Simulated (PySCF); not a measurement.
Be(Me)(Et) (C3H8Be), SMILES [CH3][Be][CH2]C.

Geometry optimised at PBE-D3(BJ)/def2-SVP. The structure was generated by enumeration; whether it is a known compound was not checked. One conformer was computed; it need not be the lowest.

These are TDA-B3LYP/def2-SVPD (PySCF) values and carry that method's errors.

Vertical excitations. Isolated molecule, no solvent.

Computed lowest excited states:
```
state  energy (eV)  λ (nm)      f                            main pairs
-----  -----------  ------  -----  ------------------------------------
S1            6.14     202  0.006                        HOMO→LUMO 96 %
S2            6.32     196  0.003                      HOMO→LUMO+1 95 %
S3            6.73     184  0.085                      HOMO→LUMO+2 89 %
S4            7.19     172  0.027                      HOMO→LUMO+3 85 %
S5            7.33     169  0.046                      HOMO−1→LUMO 90 %
S6            7.50     165  0.037  HOMO−1→LUMO+1 76 %, HOMO→LUMO+4 19 %
S7            7.58     164  0.048                    HOMO−1→LUMO+2 94 %
S8            7.75     160  0.028  HOMO→LUMO+4 78 %, HOMO−1→LUMO+1 20 %
S9            7.79     159  0.016                      HOMO→LUMO+5 92 %
S10           7.93     156  0.002                      HOMO−2→LUMO 98 %
T1            5.77     215      0                        HOMO→LUMO 93 %
T2            5.96     208      0                      HOMO→LUMO+1 91 %
T3            6.41     193      0                      HOMO→LUMO+2 88 %
T4            6.61     188      0                      HOMO−1→LUMO 88 %
```
Triplets are in the Tamm–Dancoff approximation.
